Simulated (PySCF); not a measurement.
All values below come from PBE0-D3(BJ)/def2-TZVPD run with PySCF. All species are isolated molecules in the gas phase. One relaxed conformer stands for a flexible species; it need not be the lowest. 

Reference species (SMILES): `[NH2][Al-][Cl]` (lower singlet) (charge -1, multiplicity 1).

```json
{
 "HOMO": "-0.30 eV"
}
```

Changed species: `[AlH-][Cl]` (lower singlet) (X = H, multiplicity 1; the reference has X = amino, multiplicity 1).

Predict the effect on the HOMO.

the HOMO rises by 0.28 eV, to -0.02 eV.
